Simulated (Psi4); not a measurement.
Job for Psi4: SAPT0/jun-cc-pV(D+d)Z on CH4F2O (a complex), monomers drawn apart or pushed together.

```
memory 2025 MB

molecule dimer {
0 1
O     0.24599637    0.28892396   -0.05210332
H     0.38210262   -0.47114322   -0.62652152
H    -0.54111725    0.08411645    0.46665587
--
0 1
F     0.56991846   -0.85170084    5.48088180
C     0.17347394    0.29312272    4.86192057
F    -1.07881581    0.07953946    4.33707023
H     0.85124677    0.51018541    4.03782498
H     0.09578311    1.08730770    5.60489816
units angstrom
symmetry c1
no_reorient
no_com
}

set {
  basis jun-cc-pV(D+d)Z
  scf_type df
  freeze_core true
}

energy('sapt0')
```

It printed:

```
[...]
==> Input File <==

--------------------------------------------------------------------------
memory 2025 MB

molecule dimer {
0 1
O     0.24599637    0.28892396   -0.05210332
H     0.38210262   -0.47114322   -0.62652152
H    -0.54111725    0.08411645    0.46665587
--
0 1
F     0.56991846   -0.85170084    5.48088180
C     0.17347394    0.29312272    4.86192057
F    -1.07881581    0.07953946    4.33707023
H     0.85124677    0.51018541    4.03782498
H     0.09578311    1.08730770    5.60489816
units angstrom
symmetry c1
no_reorient
no_com
}

set {
  basis jun-cc-pV(D+d)Z
  scf_type df
  freeze_core true
}

energy('sapt0')
--------------------------------------------------------------------------


   => Loading Basis Set <=

    Name: JUN-CC-PV(D+D)Z
    Role: ORBITAL
    Keyword: BASIS
    atoms 1        entry O          line   256 file jun-cc-pv_dpd_z.gbs
    atoms 2-3, 7-8 entry H          line    60 file jun-cc-pv_dpd_z.gbs
    atoms 4, 6     entry F          line   290 file jun-cc-pv_dpd_z.gbs
    atoms 5        entry C          line   188 file jun-cc-pv_dpd_z.gbs

   => Loading Basis Set <=

    Name: JUN-CC-PV(D+D)Z
    Role: ORBITAL
    Keyword: BASIS
    atoms 1        entry O          line   256 file jun-cc-pv_dpd_z.gbs
    atoms 2-3, 7-8 entry H          line    60 file jun-cc-pv_dpd_z.gbs
    atoms 4, 6     entry F          line   290 file jun-cc-pv_dpd_z.gbs
    atoms 5        entry C          line   188 file jun-cc-pv_dpd_z.gbs


  //>>>>>>>>>>>>>>>>>>>>>>>>>>>>>>>>>>>//
  //              Dimer HF             //
  //<<<<<<<<<<<<<<<<<<<<<<<<<<<<<<<<<<<//

   => Libint2 <=

    Primary   basis highest AM E, G, H:  7, 6, 3
    Auxiliary basis highest AM E, G, H:  7, 7, 4
    Onebody   basis highest AM E, G, H:  -, -, -
    Solid Harmonics ordering:            Gaussian


   => Loading Basis Set <=

    Name: JUN-CC-PV(D+D)Z
    Role: ORBITAL
    Keyword: BASIS
    atoms 1        entry O          line   256 file jun-cc-pv_dpd_z.gbs
    atoms 2-3, 7-8 entry H          line    60 file jun-cc-pv_dpd_z.gbs
    atoms 4, 6     entry F          line   290 file jun-cc-pv_dpd_z.gbs
    atoms 5        entry C          line   188 file jun-cc-pv_dpd_z.gbs


         ---------------------------------------------------------
                                   SCF
               by Justin Turney, Rob Parrish, Andy Simmonett
                          and Daniel G. A. Smith
                              RHF Reference
                        1 Threads,   1931 MiB Core
         ---------------------------------------------------------

  ==> Geometry <==

    Molecular point group: c1
    Full point group: C1

    Geometry (in Angstrom), charge = 0, multiplicity = 1:

       Center              X                  Y                   Z               Mass
    ------------   -----------------  -----------------  -----------------  -----------------
         O            0.245996370000     0.288923960000    -0.052103320000    15.994914619570
         H            0.382102620000    -0.471143220000    -0.626521520000     1.007825032230
         H           -0.541117250000     0.084116450000     0.466655870000     1.007825032230
         F            0.569918460000    -0.851700840000     5.480881800000    18.998403162730
         C            0.173473940000     0.293122720000     4.861920570000    12.000000000000
         F           -1.078815810000     0.079539460000     4.337070230000    18.998403162730
         H            0.851246770000     0.510185410000     4.037824980000     1.007825032230
         H            0.095783110000     1.087307700000     5.604898160000     1.007825032230

  Running in c1 symmetry.

  Rotational constants: A =      0.36678  B =      0.01323  C =      0.01298 [cm^-1]
  Rotational constants: A =  10995.66600  B =    396.66586  C =    389.22167 [MHz]
  Nuclear repulsion =  113.443726184296708

  Charge       = 0
  Multiplicity = 1
  Electrons    = 36
  Nalpha       = 18
  Nbeta        = 18

  ==> Algorithm <==

  SCF Algorithm Type is DF.
  DIIS enabled.
  MOM disabled.
  Fractional occupation disabled.
  Guess Type is SAD.
  Energy threshold   = 1.00e-08
  Density threshold  = 1.00e-08
  Integral threshold = 1.00e-12

  ==> Primary Basis <==

  Basis Set: JUN-CC-PV(D+D)Z
    Blend: JUN-CC-PV(D+D)Z
    Number of shells: 44
    Number of basis functions: 92
    Number of Cartesian functions: 96
    Spherical Harmonics?: true
    Max angular momentum: 2

   => Loading Basis Set <=

    Name: (JUN-CC-PV(D+D)Z AUX)
    Role: JKFIT
    Keyword: DF_BASIS_SCF
    atoms 1        entry O          line   258 file jun-cc-pvdz-jkfit.gbs
    atoms 2-3, 7-8 entry H          line    70 file jun-cc-pvdz-jkfit.gbs
    atoms 4, 6     entry F          line   314 file jun-cc-pvdz-jkfit.gbs
    atoms 5        entry C          line   146 file jun-cc-pvdz-jkfit.gbs

  ==> Integral Setup <==

  DFHelper Memory: AOs need 0.025 GiB; user supplied 1.414 GiB.
  SCF_SUBTYPE=INCORE selected. In-core MEM_DF algorithm
[...]
81876
      92A     33.506345

    Final Occupation by Irrep:
              A
    DOCC [    13 ]
    NA   [    13 ]
    NB   [    13 ]

  @DF-RHF Final Energy:  -237.92272146219020

   => Energetics <=

    Nuclear Repulsion Energy =             76.8056199967255395
    One-Electron Energy =                -483.2587580855185365
    Two-Electron Energy =                 168.5304166266028290
    Total Energy =                       -237.9227214621901965

Computation Completed


Properties will be evaluated at   0.000000,   0.000000,   0.000000 [a0]

Properties computed using the SCF density matrix


 Multipole Moments:

 ------------------------------------------------------------------------------------
     Multipole            Electronic (a.u.)      Nuclear  (a.u.)        Total (a.u.)
 ------------------------------------------------------------------------------------

 L = 1.  Multiply by 2.5417464519 to convert [e a0] to [Debye]
 Dipole X            :          5.4277616           -4.8985530            0.5292086
 Dipole Y            :          7.5995716           -6.7902074            0.8093643
 Dipole Z            :       -240.3751981          240.3274598           -0.0477383
 Magnitude           :                                                    0.9682000

 ------------------------------------------------------------------------------------

  Constructing Basis Sets for SAPT...

   => Loading Basis Set <=

    Name: (JUN-CC-PV(D+D)Z AUX)
    Role: RIFIT
    Keyword: DF_BASIS_SAPT
    atoms 1        entry O          line   188 file jun-cc-pvdz-ri.gbs
    atoms 2-3, 7-8 entry H          line    30 file jun-cc-pvdz-ri.gbs
    atoms 4, 6     entry F          line   232 file jun-cc-pvdz-ri.gbs
    atoms 5        entry C          line   100 file jun-cc-pvdz-ri.gbs

   => Loading Basis Set <=

    Name: (JUN-CC-PV(D+D)Z AUX)
    Role: JKFIT
    Keyword: DF_BASIS_ELST
    atoms 1        entry O          line   258 file jun-cc-pvdz-jkfit.gbs
    atoms 2-3, 7-8 entry H          line    70 file jun-cc-pvdz-jkfit.gbs
    atoms 4, 6     entry F          line   314 file jun-cc-pvdz-jkfit.gbs
    atoms 5        entry C          line   146 file jun-cc-pvdz-jkfit.gbs


  //>>>>>>>>>>>>>>>>>>>>>>>>>>>>>>>>>>>//
  //               SAPT0               //
  //<<<<<<<<<<<<<<<<<<<<<<<<<<<<<<<<<<<//



        SAPT0
    Ed Hohenstein
     6 June 2009

      Orbital Information
  --------------------------
    NSO        =        92
    NMO        =        92
    NRI        =       316
    NRI (Elst) =       408
    NOCC A     =         5
    NOCC B     =        13
    FOCC A     =         1
    FOCC B     =         3
    NVIR A     =        87
    NVIR B     =        79

    Elst10,r            =    -0.001446352816 [Eh]
    Exch10              =     0.000009383279 [Eh]
    Exch10 (S^2)        =     0.000009383194 [Eh]

    Maxiter = 50
    CPHF R converge = 1.000000E-08

    Iter     Energy [mEh]          dE [mEh]         Residual      Time [s]
       1      -0.00815665       0.008156647     7.194064e-04             0
       2      -0.00960846       0.001451809     4.014608e-04             0
       3      -0.01057287       0.000964412     7.292863e-05             0
       4      -0.01055888      -0.000013990     1.901532e-05             0
       5      -0.01053904      -0.000019843     3.452173e-06             0
       6      -0.01054407       0.000005035     4.945429e-07             0
       7      -0.01054365      -0.000000425     9.568820e-08             0
       8      -0.01054369       0.000000046     2.295873e-08             0
       9      -0.01054369      -0.000000004     4.867826e-09             0

    CHF Iterations converged

    Maxiter = 50
    CPHF R converge = 1.000000E-08

    Iter     Energy [mEh]          dE [mEh]         Residual      Time [s]
       1      -0.01387233       0.013872329     9.885227e-04             0
       2      -0.01712742       0.003255092     5.556256e-04             0
       3      -0.01864673       0.001519309     8.505303e-05             0
       4      -0.01856811      -0.000078619     2.497916e-05             0
       5      -0.01855685      -0.000011257     6.847623e-06             0
       6      -0.01855854       0.000001691     2.097608e-06             0
       7      -0.01856035       0.000001809     4.163904e-07             0
       8      -0.01856021      -0.000000149     1.237848e-07             0
       9      -0.01856012      -0.000000089     2.025389e-08             0
      10      -0.01856013       0.000000013     4.346523e-09             0

    CHF Iterations converged

    Ind20,r (A<-B)      =    -0.000010543687 [Eh]
    Ind20,r (B<-A)      =    -0.000018560129 [Eh]
    Ind20,r             =    -0.000029103816 [Eh]
    Exch-Ind20,r (A<-B) =     0.000001214718 [Eh]
    Exch-Ind20,r (B<-A) =     0.000000190044 [Eh]
    Exch-Ind20,r        =     0.000001404762 [Eh]
    Disp20              =    -0.000097145487 [Eh]
    Disp20 (SS)         =    -0.000048572744 [Eh]
    Disp20 (OS)         =    -0.000048572744 [Eh]
    Exch-Disp20         =     0.000000646143 [Eh]
    Exch-Disp20 (SS)    =     0.000000398422 [Eh]
    Exch-Disp20 (OS)    =     0.000000247721 [Eh]

    SAPT Results
  --------------------------------------------------------------------------------------------------------
    Electrostatics                 -1.44635282 [mEh]      -0.90760009 [kcal/mol]      -3.79739880 [kJ/mol]
      Elst10,r                     -1.44635282 [mEh]      -0.90760009 [kcal/mol]      -3.79739880 [kJ/mol]

    Exchange                        0.00938328 [mEh]       0.00588810 [kcal/mol]       0.02463580 [kJ/mol]
      Exch10                        0.00938328 [mEh]       0.00588810 [kcal/mol]       0.02463580 [kJ/mol]
      Exch10(S^2)                   0.00938319 [mEh]       0.00588804 [kcal/mol]       0.02463557 [kJ/mol]

    Induction                      -0.02870004 [mEh]      -0.01800954 [kcal/mol]      -0.07535193 [kJ/mol]
      Ind20,r                      -0.02910382 [mEh]      -0.01826292 [kcal/mol]      -0.07641206 [kJ/mol]
      Exch-Ind20,r                  0.00140476 [mEh]       0.00088150 [kcal/mol]       0.00368820 [kJ/mol]
      delta HF,r (2)               -0.00100098 [mEh]      -0.00062813 [kcal/mol]      -0.00262808 [kJ/mol]

    Dispersion                     -0.09649934 [mEh]      -0.06055425 [kcal/mol]      -0.25335899 [kJ/mol]
      Disp20                       -0.09714549 [mEh]      -0.06095971 [kcal/mol]      -0.25505544 [kJ/mol]
      Exch-Disp20                   0.00064614 [mEh]       0.00040546 [kcal/mol]       0.00169645 [kJ/mol]
      Disp20 (SS)                  -0.04857274 [mEh]      -0.03047986 [kcal/mol]      -0.12752772 [kJ/mol]
      Disp20 (OS)                  -0.04857274 [mEh]      -0.03047986 [kcal/mol]      -0.12752772 [kJ/mol]
      Exch-Disp20 (SS)              0.00039842 [mEh]       0.00025001 [kcal/mol]       0.00104606 [kJ/mol]
      Exch-Disp20 (OS)              0.00024772 [mEh]       0.00015545 [kcal/mol]       0.00065039 [kJ/mol]

  Total HF                         -1.46566957 [mEh]      -0.91972154 [kcal/mol]      -3.84811493 [kJ/mol]
  Total SAPT0                      -1.56216892 [mEh]      -0.98027579 [kcal/mol]      -4.10147393 [kJ/mol]

  Special recipe for scaled SAPT0 (see Manual):
    Electrostatics sSAPT0          -1.44635282 [mEh]      -0.90760009 [kcal/mol]      -3.79739880 [kJ/mol]
    Exchange sSAPT0                 0.00938328 [mEh]       0.00588810 [kcal/mol]       0.02463580 [kJ/mol]
    Induction sSAPT0               -0.02870004 [mEh]      -0.01800954 [kcal/mol]      -0.07535193 [kJ/mol]
    Dispersion sSAPT0              -0.09649934 [mEh]      -0.06055425 [kcal/mol]      -0.25335899 [kJ/mol]
  Total sSAPT0                     -1.56216892 [mEh]      -0.98027579 [kcal/mol]      -4.10147393 [kJ/mol]
  --------------------------------------------------------------------------------------------------------



*** Psi4 exiting successfully. Buy a developer a beer!
```

The run finished.

Cost: roughly 2.6 core-seconds.
